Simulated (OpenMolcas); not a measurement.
## Computed transition rates of Co²⁺

| Item | Value |
| --- | --- |
| Program | OpenMolcas |
| Method | CASSCF |
| Basis | ANO-RCC-VQZP [7s6p4d3f2g1h] |
| Scalar Hamiltonian | DKH2, point nucleus |
| Active space | 7 electrons in 5 orbitals (3d) |
| State averaging | 2S+1 = 4 even, 10 roots; 2S+1 = 2 even, 40 roots |
| Spin-orbit coupling | RASSI with atomic mean-field integrals over the reference wave functions, term energies averaged over their components |

Rates come from the transition moments of the reference wave functions (E1 and E2 in the length form). At fixed line strength A goes as λ^-3 for E1 and M1 and as λ^-5 for E2, so a rate at the computed wavelength can be rescaled to the measured one. Measured vacuum wavelengths follow from level energies in Sugar and Corliss, J. Phys. Chem. Ref. Data 10, 1097 (1981). Branching counts decays inside the model space alone, at computed energies, and the table is only a selection of the E2 and M1 lines, drawn from those between levels with measured partners whose computed energy lies within a factor of 1.5 of the measured one.

```
        Upper       Lower  Type  λ computed (nm)  λ measured (nm)  A computed (s-1)  A rescaled (s-1)  Branching %
3d⁷ ²D_5/2(1)  3d⁷ ⁴F_7/2    M1            368.8            450.1          8.92e-01                           79.8
3d⁷ ²D_3/2(1)  3d⁷ ⁴F_5/2    M1              361            438.9          8.49e-01                           55.6
3d⁷ ²D_3/2(1)  3d⁷ ⁴F_3/2    M1            366.5              447          4.51e-01                           29.5
   3d⁷ ²G_9/2  3d⁷ ⁴F_9/2    M1              515              589          4.47e-01                           75.7
   3d⁷ ²F_7/2  3d⁷ ²G_9/2    E2            391.9            491.7          2.36e-01          7.59e-02         22.1
   3d⁷ ²F_5/2  3d⁷ ²G_7/2    E2            409.9            519.4          2.12e-01          6.49e-02         25.2
   3d⁷ ²P_3/2  3d⁷ ⁴P_5/2    M1             1598             2003          1.75e-01                           35.7
   3d⁷ ²G_7/2  3d⁷ ⁴F_7/2    M1            516.1            590.8          1.73e-01                           53.0
   3d⁷ ⁴P_5/2  3d⁷ ⁴F_9/2    E2            515.5            657.8          1.67e-01          4.94e-02         75.5
   3d⁷ ²F_5/2  3d⁷ ⁴F_3/2    M1              234            284.5          1.47e-01                           17.5
   3d⁷ ²G_9/2  3d⁷ ⁴F_7/2    M1            537.8            619.7          1.43e-01                           24.3
   3d⁷ ²H_9/2  3d⁷ ²G_9/2    M1             1417             1549          1.42e-01                           71.9
   3d⁷ ²G_7/2  3d⁷ ⁴F_5/2    M1            532.8            612.9          1.31e-01                           40.1
   3d⁷ ²P_3/2  3d⁷ ⁴F_5/2    M1            412.7            533.5          1.06e-01                           21.7
   3d⁷ ⁴P_3/2  3d⁷ ⁴F_7/2    E2            529.9            685.5          1.02e-01          2.82e-02         55.7
   3d⁷ ⁴P_1/2  3d⁷ ⁴F_3/2    E2            548.9            717.1          1.02e-01          2.68e-02         56.7
   3d⁷ ²P_3/2  3d⁷ ⁴P_3/2    M1             1676             2098          8.62e-02                           17.6
   3d⁷ ⁴P_1/2  3d⁷ ⁴F_5/2    E2            536.6            696.4          7.54e-02          2.05e-02         42.0
   3d⁷ ⁴P_3/2  3d⁷ ⁴F_5/2    E2            547.6            715.5          6.22e-02          1.63e-02         34.0
  3d⁷ ²H_11/2  3d⁷ ²G_9/2    M1             1570             1741          4.77e-02                           98.5
   3d⁷ ²H_9/2  3d⁷ ²G_7/2    M1             1594             1764          4.46e-02                           22.5
   3d⁷ ⁴P_5/2  3d⁷ ⁴F_7/2    E2            538.3            696.3          4.31e-02          1.19e-02         19.5
   3d⁷ ⁴F_7/2  3d⁷ ⁴F_9/2    M1            12180            11890          1.87e-02          2.01e-02        100.0
   3d⁷ ⁴F_5/2  3d⁷ ⁴F_7/2    M1            16450            16390          1.30e-02          1.31e-02        100.0
   3d⁷ ⁴F_3/2  3d⁷ ⁴F_5/2    M1            23850            24070          4.79e-03          4.66e-03        100.0
```

Spin-changing lines and M1 lines between different terms are not rescaled, since their strength hangs on the term gaps too.

The largest correction is for 3d⁷ ⁴P_3/2 → 3d⁷ ⁴F_5/2 (E2): 6.22e-02 × (547.6 / 715.5)^5 = 1.63e-02 s-1, a factor of 0.26.

The computed rate and branching of 3d⁷ ⁴F_7/2 → 3d⁷ ⁴F_9/2 give the upper level a radiative lifetime of 1.000 / 1.87e-02 s-1 = 5.35e+01 s, counting decays inside the model space alone. The rescaled rate gives about 5.0e+01 s.

The computed order of these levels differs from the measured one in 2 places, and where term gaps are wrong the rates of spin-changing lines can be off by large factors.

These are rates of the free ion; in crystals, glasses and complexes forced electric-dipole and non-radiative decay shorten such lifetimes by orders of magnitude. No measured rate stands beside these. Rescaling mends the energy factor alone: line strengths can still be far off where a level mixes with configurations outside the active space, and weak or spin-changing lines hang on small mixing coefficients that depend on the term gaps too, so rescaling need not improve them.

Without dynamic correlation excited terms often stand tens of per cent too high (terms of higher spin than the ground term too low), and those without a measured partner can miss by more than the paired ones. Measured partners are found by configuration, term and J. A level has none where our copy of the source lacks it or the pairing is in doubt (some pairs that miss far off the trend of their configuration count as doubtful). Only configurations of the active space appear.

A number in round brackets counts repeated terms of one configuration in the order of the reference energies.
